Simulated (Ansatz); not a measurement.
Cl2H2MoO3 (`[O]=[Mo]([OH])([OH])([Cl])[Cl]`), 8 atoms. Total charge 0; spin multiplicity 1. Correlated methods include outer-core shells of Mo, which these sets cover unevenly. Mo takes the def2 core potential. All runs use 4 threads of an Arm Neoverse V2 on a shared host. Correlated methods freeze the cores.

Problem. How many basis functions does each run have, and how long does it take in Ansatz? RKS PBE0-D4/def2-TZVP frequencies; RKS B97M-V/def2-TZVPP energy; direct RPA on PBE orbitals/def2-TZVPP energy; RKS ωB97M-V/def2-QZVPP energy; RHF-CCSD(T)/def2-TZVPP energy; RHF-MP2/def2-QZVPP energy; RKS PBE0-D4/def2-TZVP relaxation (16 steps); RHF-CCSD(T)/def2-SVP energy; RKS ωB97M-V/def2-SVP energy; RKS PBE0-D4/def2-QZVPP energy; RKS ωB97X-V/def2-TZVPP energy; RKS CAM-B3LYP-D4/def2-TZVPP energy. (An estimate is asked.)

Solution. Computed: Other jobs shared the machine, so times are rough.

```tsv
level	job	functions	wall time	peak host memory (GiB)
RKS CAM-B3LYP-D4/def2-TZVPP	energy	261	6.5 s	0.93
RKS ωB97M-V/def2-SVP	energy	119	8.5 s	0.52
direct RPA on PBE orbitals/def2-TZVPP	energy	261	11 s	0.75
RKS PBE0-D4/def2-QZVPP	energy	452	13 s	2
RKS ωB97X-V/def2-TZVPP	energy	261	13 s	1
RKS B97M-V/def2-TZVPP	energy	261	14 s	0.52
RHF-CCSD(T)/def2-SVP	energy	119	21 s	0.76
RHF-MP2/def2-QZVPP	energy	452	25 s	2.6
RKS ωB97M-V/def2-QZVPP	energy	452	30 s	2.3
RKS PBE0-D4/def2-TZVP	relaxation (16 steps)	219	91 s	0.72
RKS PBE0-D4/def2-TZVP	frequencies	219	3.1 min	0.72
RHF-CCSD(T)/def2-TZVPP	energy	261	9.4 min	7.2
```
